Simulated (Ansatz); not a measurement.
Spectroscopic constants of TiO, multiplicity 3 (the spin of the measured ground state). No spin–orbit coupling. Ti is treated without relativity.

| level | bond energy D_e (kcal/mol) |
|---|---|
| SVWN5/def2-TZVPP | 210.87 |
| PBE/def2-TZVPP | 183.53 |
| r2SCAN/def2-TZVPP | 167.57 |
| B97M-V/def2-TZVPP | 162.06 |
| B3LYP/def2-TZVPP | 160.82 |
| PBE0/def2-TZVPP | 160.62 |
| BHLYP/def2-TZVPP | 127.28 |
| CAM-B3LYP/def2-TZVPP | 157.58 |
| wB97X-V/def2-TZVPP | 158.45 |
| wB97M-V/def2-TZVPP | 152.55 |

The rows run from 127.28 (BHLYP/def2-TZVPP) to 210.87 kcal/mol (SVWN5/def2-TZVPP). The 10 functionals in def2-TZVPP without D3 or D4 span 83.59, from BHLYP to SVWN5.

D_e counts from the fitted minimum to each atom's lowest state at the same level, without counterpoise. The lowest state of Ti differs between levels (2S+1 = 3, 5).

Codes used: Ansatz (a first-principles code). Each number belongs to the level named beside it.
